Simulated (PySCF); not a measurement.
Working out the ionisation energy of Rh

Rh [Kr] 4d8 5s1 (4F) → Rh+ [Kr] 4d8 (3F). Calculation: PySCF 2.14, in aug-cc-pwCVTZ-DK (11s10p8d4f3g, 136 functions); the spin-free X2C one-electron Hamiltonian (Gaussian nucleus). Frozen: [Ar] 3d10. Energies in hartree (1 hartree = 27.21139 eV):

| part | Rh (lower) | Rh+ (upper) |
| --- | --- | --- |
| UHF | -4781.047641 | -4780.815695 |
| MP2 opposite-spin | -0.419838 | -0.397655 |
| MP2 same-spin | -0.196850 | -0.175262 |

**Question.** What does Hartree-Fock give?

**Answer.** (-4780.815695) − (-4781.047641) = 0.231946 hartree = 6.312 eV.

**Question.** What do MP2 and SCS-MP2 (6/5 opposite-spin, 1/3 same-spin) give?

**Answer.** The opposite-spin parts differ by 0.604 eV and the same-spin parts by 0.587 eV. MP2: 6.312 + (0.604) + (0.587) = 7.503 eV. SCS-MP2: 6.312 + 1.2 × (0.604) + (0.587)/3 = 7.232 eV.

Measured between the centres of the two terms (NIST): 7.479 eV, so MP2 (valence and next inner shell) is off by 0.024 eV.

What remains against the reference includes basis incompleteness, the frozen core and correlation beyond second order.
